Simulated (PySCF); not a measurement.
CH4SSe, SMILES [SeH]SC. Atoms are numbered in the order given.

```xyz
7

Se    -0.4951     0.3778     0.8206
H     -1.8135    -0.1933     0.4487
S      0.7503    -0.8735    -0.5361
C      0.7330     0.0896    -2.0897
H     -0.2783     0.1392    -2.5171
H      1.3930    -0.4546    -2.7839
H      1.1281     1.1027    -1.9333
```

Geometry: B3LYP-D3(BJ)/def2-SVP. Other conformers were not sampled.

Calculation: PBE0/pcSseg-1 in PySCF.

GIAO shieldings, no solvent; atoms alike by connectivity are averaged. δ = σ(ref) − σ: ⁷⁷Se against Me2Se (σ = 1740.1 ppm); ¹H against TMS (σ = 31.56 ppm); ³³S against H2S (σ = 716.7 ppm); ¹³C against TMS (σ = 186.3 ppm), references at their B3LYP-D3(BJ)/def2-TZVP geometries, non-relativistic.

| atoms | nucleus | count | δ (ppm) |
|---|---|---|---|
| Se1 | ⁷⁷Se | 1 | … |
| H2 | ¹H | 1 | … |
| H5, H6, H7 | ¹H | 3 | 2.55 |
| S3 | ³³S | 1 | 208.9 |
| C4 | ¹³C | 1 | 32.4 |

**Question.** Complete the blanks. (An estimate is asked for; the answer gives what the named calculation found.)

**Answer.** 
- H2, δ (ppm): 4.30
- Se1, δ (ppm): 240.3
